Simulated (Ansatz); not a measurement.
The same path of CH₂BOSe (6 atoms, charge 1, multiplicity 1) was run twice with different band settings. The coordinate that changes most is the dihedral H6–B1–Se2–C3.

Level of theory: RKS B3LYP-D4/def2-SVP (Ansatz).

Relaxed end points:

```xyz
6
Properties=species:S:1:pos:R:3
B -0.481 1.077 -0.228
Se 0.549 -0.371 -1.165
C 0.657 -1.460 0.292
O 0.745 -2.161 1.171
H -0.703 1.970 -0.990
H -0.767 0.944 0.921
```

```xyz
6
Properties=species:S:1:pos:R:3
B -0.482 1.077 -0.229
Se 0.545 -0.373 -1.165
C 0.658 -1.459 0.294
O 0.750 -2.159 1.173
H -0.764 0.948 0.921
H -0.706 1.967 -0.993
```

Common settings: movable images 7; climbing image yes; spring 5.0 eV/Å²; optimiser quadratic models (default); start path IDPP; end points relaxed.

| run | force threshold | iteration limit |
| --- | --- | --- |
| 1 | 0.05 eV/Å | 49 |
| 2 | 0.5 eV/Å | 60 |

Problem. What does each run give, and how far can it be trusted?

Solution. Run 1: converged after 6 iterations, highest image 0.547 eV above the first end. A vibrational analysis at the climbing image gives one clearly imaginary mode, 358i cm⁻¹: a first-order saddle point.
Run 2: converged after 3 iterations, highest image 0.554 eV above the first end. The threshold of 0.5 eV/Å is loose, so the images may lie well off the minimum-energy path. The order of the stationary point at the top wasn't checked.
Limits of this set-up: the dipole of an ion depends on the origin.
